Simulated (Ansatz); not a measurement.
The cluster Li₅H₅, relaxed as a singlet with RKS r2SCAN-D4/def2-TZVP in Ansatz, starting from the GFN2-xTB geometry. Force threshold 0.02 eV/Å.

The structure comes from a short search, and lower isomers may exist.

Start:

```xyz
10

Li   -0.286    0.625    1.737
Li   -0.401   -0.678   -1.693
Li    1.248   -0.950    0.479
Li   -1.579   -1.212    0.478
Li    0.688    1.503   -0.720
H     1.136    0.691    0.931
H    -0.978   -0.805    1.924
H     1.139    2.638   -1.490
H     0.717   -1.623   -0.830
H    -1.685   -0.187   -0.815
```

(1) Estimate the energy that the relaxation releases and the steps that it takes.

(2) Does the start keep its bonding?

(3) Predict the relaxed structure.

Results:

(1) 2.27 eV, in 16 steps; 18 s on 4 threads of Arm Neoverse V2 on a shared host. No frequencies were taken in this run, so the end may be a saddle point.

(2) Bonds formed: Li1–H10, Li2–H8, Li3–H7, Li4–H9 (atoms count from 1). Metal–metal contacts that move far: Li1–Li2 3.67 to 2.94 Å.

(3) 
```xyz
10

Li   -0.824    0.553    1.301
Li   -0.280    0.140   -1.556
Li    1.063   -0.933    0.826
Li   -1.217   -1.588    0.128
Li    1.369    1.876   -0.427
H     0.974    0.924    0.978
H    -0.500   -1.187    1.728
H     0.720    1.539   -1.933
H     0.359   -1.459   -0.777
H    -1.664    0.135   -0.267
```
Bond lengths (bridged metal pairs left out): 14 × H–Li 1.67 to 1.89 Å.
